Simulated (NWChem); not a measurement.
A series in which one site is exchanged, each optimised at PBE0/def2-SVP with NWChem, gas phase unless a solvent is named. For some, no frequency run checked for a minimum. def2 effective core potentials on I; no spin-orbit coupling.

A: [F][AlH][I] (AlHIF; site = H)
B: [F][Al]([F])[I] (AlIF₂; site = F)
C: [F][Al]([I])[I] (AlI2F; site = I)
D: [F][Al]([Cl])[I] (AlIClF; site = Cl)

Values for A:

- dipole (D), PBE0/def2-SVP = 1.17
- vertical ionisation energy, ΔSCF, PBE/def2-SVP (eV) = 10.23
- vertical ionisation energy, ΔSCF, CAM-B3LYP/def2-SVP (eV) = 10.45
- static polarisability, CAM-B3LYP/def2-SVPD (bohr³) = 59.6
- lowest singlet excitation, CAM-B3LYP/def2-SVPD, TDA (eV) = 5.46

Task: How do these values change for the other members?

Result: 
| change from A | B | C | D |
|---|---|---|---|
| dipole (D), PBE0/def2-SVP | -0.18 | -0.25 | -0.31 |
| vertical ionisation energy, ΔSCF, PBE/def2-SVP (eV) | +0.37 | -0.69 | -0.01 |
| vertical ionisation energy, ΔSCF, CAM-B3LYP/def2-SVP (eV) | +0.39 | -0.30 | +0.19 |
| static polarisability, CAM-B3LYP/def2-SVPD (bohr³) | -4.9 | +32.8 | +9.9 |
| lowest singlet excitation, CAM-B3LYP/def2-SVPD, TDA (eV) | +0.01 | -0.32 | +0.01 |
